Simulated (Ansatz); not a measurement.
# Which is lower?

The two ends of one reaction step of BNH6SO2, closed shell (PBE0-D4/def2-TZVP).

A:

```
11
angstrom
B -0.2287 -0.2652 0.0303
N 0.2911 1.2900 -0.1559
O -0.2543 -0.7074 -1.3217
O -1.4734 -0.1376 0.7124
H 0.5041 1.7015 0.7462
S 1.0957 -1.1312 1.1642
H 1.1250 1.3089 -0.7336
H -0.4427 1.8267 -0.6119
H -0.8655 -1.4374 -1.4262
H -1.5538 -0.7670 1.4290
H 1.8026 -1.6811 0.1673
```

B:

```xyz
11
angstrom
B -0.7625 -0.0043 -0.7694
N -0.0840 1.2317 -0.5943
O -1.1117 -0.3724 -2.0432
O -1.0523 -0.8614 0.2632
H 1.8155 0.1382 0.9938
S 1.6183 -0.2645 2.2622
H 0.0198 1.8525 -1.3778
H -0.0552 1.7023 0.2919
H -1.4965 -1.2511 -2.0566
H -0.6415 -0.6127 1.0988
H 1.7503 -1.5584 1.9315
```

Ansatz 0.2.0; basis: def2-TZVPP; cores frozen in the correlated methods. B3LYP uses VWN-RPA correlation.

(1) Which structure is lower at CCSD(T), and by how much? (To be estimated.)

T1 diagnostic: at most 0.011.

Results:

(1) Computed: B, by 6.14 kcal/mol (electronic energy, against the other). By their contacts, A is BNH₆SO₂ ([NH3][B]([OH])([OH])[SH]) and B is a complex of BNH₄O₂ ([NH2][B]([OH])[OH]) + H₂S.

All methods give the same order:

| method | E(B) − E(A) (kcal/mol) |
| --- | --- |
| SPW92 | -1.43 |
| PBE-D4 | -5.33 |
| BLYP-D4 | -9.61 |
| r2SCAN-D4 | -5.79 |
| B97M-V | -7.77 |
| PBE0-D4 | -4.86 |
| B3LYP-D4 | -9.15 |
| r2SCAN0-D4 | -5.41 |
| BHLYP-D4 | -9.00 |
| CAM-B3LYP-D4 | -8.91 |
| wB97X-V | -6.09 |
| wB97M-V | -6.60 |
| B2PLYP | -8.66 |
| PBE-QIDH | -4.29 |
| RPA on PBE | -6.82 |
| HF | -14.26 |
| MP2 | -4.57 |
| CCSD | -7.38 |
| CCSD(T) | -6.14 |

Labels in which every atom is bracketed show which atoms are joined, not bond orders.

For scale, one of the runs: CCSD(T)/def2-TZVPP, 250 basis functions, launched by `ansatz run in.yaml --threads 8 --pin off --events-out ev --progress --plain --max-ram 19148MiB`. Hardware: 8 CPU threads of an Arm Neoverse V1, shared host. Wall time 99 s; peak host memory 5.6 GiB.
